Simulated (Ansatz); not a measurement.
```yaml
crystal:
  periodic: [false, false, false]
  atoms:
    - {symbol: P, position_ang: [1.383349, -2.319010, 0.036922]}
    - {symbol: P, position_ang: [0.537730, 0.909708, -1.347918]}
    - {symbol: P, position_ang: [-1.422683, 1.065021, -0.196650]}
    - {symbol: Se, position_ang: [1.805698, 1.177394, 0.602929]}
    - {symbol: Se, position_ang: [-3.032440, 1.793451, -1.335419]}
    - {symbol: Se, position_ang: [-0.721424, 2.389248, 1.403317]}
    - {symbol: Se, position_ang: [-0.250262, -1.797563, 1.648031]}
    - {symbol: Se, position_ang: [-2.072602, -1.041256, 0.431470]}
    - {symbol: Se, position_ang: [3.024074, -0.900045, 0.654052]}
    - {symbol: Se, position_ang: [0.748560, -1.276939, -1.896745]}
basis:
  gaussian: {orbitals: def2-TZVP}
total_charge: -1
magnetization: {spin_polarized: true, initial_magnetization: 2}
hamiltonian: {xc: pbe0, dispersion: d4}
scf: {omitted_lower_state_checks: [starts]}
output: {orbitals: {seedname: orbitals}}
```

```sh
$ ansatz run in.yaml --threads 6 --pin off --events-out ev --progress --plain --max-ram 7833MiB
```

Q: Does this run fit into the memory that it is given?

A: No. It has 447 basis functions, and Ansatz plans for 11 GiB where 8 GiB are given.
